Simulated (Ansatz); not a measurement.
CH2F (SMILES [CH2]F) moved off its minimum; all values from Ansatz (a quantum-chemistry and plane-wave program), cores frozen in correlated methods. Open shells are unrestricted.
(charge 0, multiplicity 2)
```xyz
4

C     -0.57110    -0.04169     0.19617
F      0.65239    -0.04175     0.02503
H     -1.32323    -0.88987    -0.02507
H     -1.06055     1.13074    -0.10207
```

Give the forces (eV/Å), the total energy and the dipole at CCSD(T)/aug-cc-pVTZ.


```
atom      Fx      Fy      Fz
----  ------  ------  ------
C1    -8.484   3.765  -0.295
F2     5.240  -1.096  -0.888
H3     2.009   0.840   0.168
H4     1.235  -3.508   1.015
```
Energy -138.8613 hartree, dipole 0.81 D.
